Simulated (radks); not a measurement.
Spin polarisation of the 4p4 shell in Kr2+. Start: [Ar] 3d10 4s2 4p(up 2, down 2); electrons of 4p are moved from spin down to spin up, other shells keep equal spins. Method: scalar-relativistic Kohn-Sham, LDA (Slater exchange, Perdew-Wang correlation), spin-polarised, spherical densities, point nucleus; computed with a radial shooting solver on a logarithmic mesh with Libxc functionals.

| moment (Bohr magnetons) | E - E(0) (eV) | e(4p up) (eV) | e(4p down) (eV) | 4s down minus up (eV) | 3d down minus up (eV) |
|---|---|---|---|---|---|
| 0 | 0.000 | -31.155 | -31.155 | 0.000 | 0.000 |
| 0.5 | -0.053 | -31.361 | -30.934 | 0.443 | 0.084 |
| 1 | -0.214 | -31.554 | -30.697 | 0.888 | 0.169 |
| 1.5 | -0.482 | -31.734 | -30.443 | 1.337 | 0.253 |
| 2 | -0.860 | -31.902 | -30.169 | 1.793 | 0.338 |

At moment 2 the spin-polarisation energy is -0.860 eV and the 4p exchange splitting 1.733 eV, that is 0.866 eV per Bohr magneton; E = -I m^2/4 would give I = 0.860 eV.
